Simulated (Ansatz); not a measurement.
Geometry optimisation, Ansatz, DFT PBE-D3(BJ), scalar-relativistic, plane waves, PAW.

Input file:

```yaml
crystal:
  lattice:
    - [0.0, 5.43, 5.43]
    - [5.43, 0.0, 5.43]
    - [5.43, 5.43, 0.0]
  atoms:
    - { symbol: Si, position: [0.0, 0.0, 0.0] }
    - { symbol: Si, position: [0.125, 0.125, 0.125] }
    - { symbol: Si, position: [0.0, 0.0, 0.5] }
    - { symbol: Si, position: [0.125, 0.125, 0.625] }
    - { symbol: Si, position: [0.0, 0.5, 0.0] }
    - { symbol: Si, position: [0.125, 0.625, 0.125] }
    - { symbol: Si, position: [0.0, 0.5, 0.5] }
    - { symbol: Si, position: [0.125, 0.625, 0.625] }
    - { symbol: Si, position: [0.5, 0.0, 0.0] }
    - { symbol: Si, position: [0.625, 0.125, 0.125] }
    - { symbol: Si, position: [0.5, 0.0, 0.5] }
    - { symbol: Si, position: [0.625, 0.125, 0.625] }
    - { symbol: Si, position: [0.5, 0.5, 0.0] }
    - { symbol: Si, position: [0.625, 0.625, 0.125] }
    - { symbol: Si, position: [0.5, 0.5, 0.5] }
    - { symbol: Si, position: [0.625, 0.625, 0.625] }
    - { symbol: B, position: [0.3755173, 0.3764572, 0.3664604], spin: 1.0 }
magnetization:
  spin_polarized: true
basis:
  ecutwfc: 420.0
kpoints:
  mp_grid: { grid: [2, 2, 2] }
hamiltonian:
  xc: pbe
  dispersion: d3bj
  pseudopotentials: { kind: paw, azcp: { folder: soft_1 } }
scf:
  occupations: { method: fermi_dirac, width: 0.02 }
  lower_state_search: "off"
relax:
  f_tol: 0.08
  max_steps: 25
  adjacent_minimum: "off"
```

Run as:

```bash
$ ansatz run input.yaml --threads 1 --pin off --max-ram 3072MiB --backend cpu --events-out ev --progress --plain --runs-dir out
```

**Question.** Where does it end, and by what steps?

**Answer.** It converged. Limits of this set-up: coarse k mesh. After 2 steps the energy has fallen by 0.083 eV; Si15 moved furthest, 0.06 Å.

| step | energy less start (eV) | largest force component (eV/Å) | accepted |
| --- | --- | --- | --- |
| 0 | 0.0000 | 0.381 | yes |
| 1 | -0.0677 | 0.153 | yes |
| 2 | -0.0830 | 0.024 | yes |

```xyz
17
Lattice="0.0000 5.4300 5.4300 5.4300 0.0000 5.4300 5.4300 5.4300 0.0000" Properties=species:S:1:pos:R:3
Si 0.001 0.002 -0.002
Si 1.363 1.364 1.357
Si 2.724 2.723 -0.010
Si 4.076 4.077 1.329
Si 2.720 -0.002 2.718
Si 4.073 1.331 4.074
Si 5.399 2.748 2.746
Si 6.815 4.076 4.071
Si -0.003 2.720 2.718
Si 1.331 4.073 4.074
Si 2.749 5.398 2.747
Si 4.076 6.814 4.071
Si 2.738 2.738 5.409
Si 4.073 4.073 6.815
Si 5.393 5.393 5.393
Si 6.773 6.771 6.791
B 4.034 4.029 4.081
```

Run time: 19 s on 1 thread of Intel(R) Xeon(R) 6975P-C (Granite Rapids) (shared host), peak memory 0.71 GiB.
